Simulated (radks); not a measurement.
Values are calculated unless marked as measured or tabulated.
All-electron atom: K II in [Ar]. Code: a radial shooting solver on a logarithmic mesh with Libxc functionals. Model: scalar-relativistic Kohn-Sham, PBE, spin-unpolarised, spherical densities, point nucleus.

Local quantities along the radius. ELF = 1/(1 + alpha^2) is the electron localisation function; alpha = (tau - tau_W)/tau_unif compares the Pauli kinetic energy density with that of the uniform gas; -r V(r) is the screened charge that the Kohn-Sham potential presents (atomic units). tau is taken from the large components.

| r (bohr) | ELF | alpha | -r V(r) |
|---|---|---|---|
| 0.002981 | 1.000 | 0.01255 | 18.86 |
| 0.00379 | 1.000 | 0.01287 | 18.81 |
| 0.004817 | 1.000 | 0.01341 | 18.75 |
| 0.006124 | 1.000 | 0.01421 | 18.67 |
| 0.007723 | 1.000 | 0.01534 | 18.57 |
| 0.009818 | 1.000 | 0.01702 | 18.45 |
| 0.01248 | 1.000 | 0.01950 | 18.29 |
| 0.01587 | 0.999 | 0.02322 | 18.09 |
| 0.02017 | 0.999 | 0.02907 | 17.83 |
| 0.02564 | 0.999 | 0.03873 | 17.52 |
| 0.0326 | 0.997 | 0.05581 | 17.13 |
| 0.04144 | 0.992 | 0.08856 | 16.66 |
| 0.05226 | 0.977 | 0.1542 | 16.12 |
| 0.06644 | 0.913 | 0.3078 | 15.46 |
| 0.08446 | 0.693 | 0.6659 | 14.70 |
| 0.1074 | 0.363 | 1.325 | 13.81 |
| 0.1365 | 0.250 | 1.732 | 12.81 |
| 0.1735 | 0.395 | 1.238 | 11.77 |
| 0.2206 | 0.679 | 0.6868 | 10.66 |
| 0.2804 | 0.831 | 0.4517 | 9.474 |
| 0.3536 | 0.852 | 0.4175 | 8.320 |
| 0.4496 | 0.699 | 0.6566 | 7.151 |
| 0.5715 | 0.208 | 1.952 | 6.022 |
| 0.7265 | 0.127 | 2.619 | 4.925 |
| 0.9236 | 0.597 | 0.8219 | 4.119 |
| 1.174 | 0.866 | 0.3934 | 3.297 |
| 1.493 | 0.874 | 0.3804 | 2.586 |
| 1.897 | 0.782 | 0.5281 | 2.050 |
| 2.393 | 0.534 | 0.9334 | 1.693 |
| 3.042 | 0.176 | 2.166 | 1.513 |
| 3.867 | 0.021 | 6.769 | 1.367 |
| 4.916 | 0.001 | 31.29 | 1.187 |

On this mesh the ELF has minima near r = 0.14, 0.64 bohr, which separate the shells, and maxima near 0.31 (0.85), 1.3 (0.88).

Self-consistent cycle (total energy in hartree, residual of the potential): 1: -601.536493, 2e+00; 2: -601.809527, 1e+00; 3: -601.926132, 2e-01; 4: -601.928006, 5e-02; 5: -601.928251, 4e-03; 6: -601.928249, 4e-04; 7: -601.928249, 5e-05; 8: -601.928249, 9e-06; 9: -601.928249, 4e-07; 10: -601.928249, 2e-07; 11: -601.928249, 9e-08; 12: -601.928249, 6e-09; 13: -601.928249, 2e-10.
